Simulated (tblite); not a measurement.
Species: C2H8OSSi.
Geometry (GFN2-xTB, Å), atoms numbered from 1 in this order:
```xyz
13
C2H8OSSi angstrom
C     -1.8246   -0.1004    0.2964
C     -0.6138    0.5625   -0.3497
Si     0.9771   -0.4105   -0.0239
O      1.1720   -0.4711    1.5811
S      2.7116    0.5969   -0.8370
H     -2.7266    0.4827    0.1192
H     -1.9769   -1.0979   -0.1088
H     -1.6755   -0.1897    1.3690
H     -0.7875    0.6563   -1.4232
H     -0.5142    1.5781    0.0397
H      0.9741   -1.7526   -0.6009
H      2.0273   -0.5809    1.9892
H      2.2526    0.7270   -2.0688
```

Method: GFN2-xTB as coded in tblite; computed harmonic values from a numerical Hessian at the method's own geometry, unscaled. The method is semi-empirical: single wavenumbers can be off by several per cent or more. Modes of hydrogen on silicon and sulfur can be 10 to 20 % off. One conformer, not necessarily the lowest.

Harmonic wavenumbers (cm⁻¹): 54.2, 107.8, 138.5, 172.9, 201.7, 241.6, 269.5, 292.5, 501.1, 652.4, 680.1, 683.5, 722.2, 745.5, 796.3, 923.6, 987.3, 1024.8, 1079.9, 1238.7, 1296.1, 1419.1, 1472.6, 1509.6, 1510.9, 2266.8, 2497.9, 2964.0, 2979.0, 3018.9, 3035.0, 3049.0, 3654.5.

A = 5380, B = 1750, C = 1430 MHz; mass 108.007 u (most abundant isotopes); point group C1, symmetry number 1.

Zero-point energy?

½Σν̃ = 21094 cm⁻¹ = 60.31 kcal/mol.

Entropy at 400 K, 1 bar (ideal gas, RRHO, classical rotation)?

Translation 41.43, rotation 28.45, vibration 30.69: S = 100.6 cal/(mol K).

And Cp and H(400 K) − H(0)?

Cp = 36.85 cal/(mol K), of which vibrations give 28.90 (their classical limit is 33 R = 65.6); H(400 K) − H(0) = 9.49 kcal/mol without the zero-point energy, 6.31 from vibrations.

Blend soft modes into free rotors: weight 1/[1 + (100 cm⁻¹/ν̃)⁴] for the oscillator and the rest for a rotor with moment μB/(μ + B), μ = h/(8π²ν), B = 10⁻⁴⁴ kg m². What vibrational entropy results?

28.81 cal/(mol K) in place of 30.69, which changes −T·S at 400 K by +0.75 kcal/mol.

Which modes carry the vibrational entropy at 400 K?

54.2 cm⁻¹: 5.24; 107.8 cm⁻¹: 3.88; 138.5 cm⁻¹: 3.39; 172.9 cm⁻¹: 2.96; 201.7 cm⁻¹: 2.67; 241.6 cm⁻¹: 2.33 cal/(mol K); the other 27 give 10.22 together.

How do the functions run with temperature in this model?

| T (K) | S (cal/(mol K)) | Cp (cal/(mol K)) | H − H(0) (kcal/mol) | G − H(0) (kcal/mol) | ln q(vib) |
| --- | --- | --- | --- | --- | --- |
| 100 | 65.3 | 17.3 | 1.20 | -5.33 | 1.21 |
| 200 | 79.6 | 24.5 | 3.30 | -12.62 | 3.36 |
| 300 | 90.8 | 31.1 | 6.09 | -21.16 | 5.48 |
| 500 | 109.3 | 41.6 | 13.42 | -41.24 | 9.45 |
| 800 | 131.3 | 51.7 | 27.54 | -77.47 | 14.79 |
| 1000 | 143.3 | 56.3 | 38.36 | -104.95 | 17.98 |

q(vib) and H(0) count from the zero-point level.

Hindered rotation and anharmonicity are outside this model. Other conformers, if any are populated, would add a mixing term that is left out. The structure is chiral; the term R ln 2 for an equal mix with its mirror image is left out.
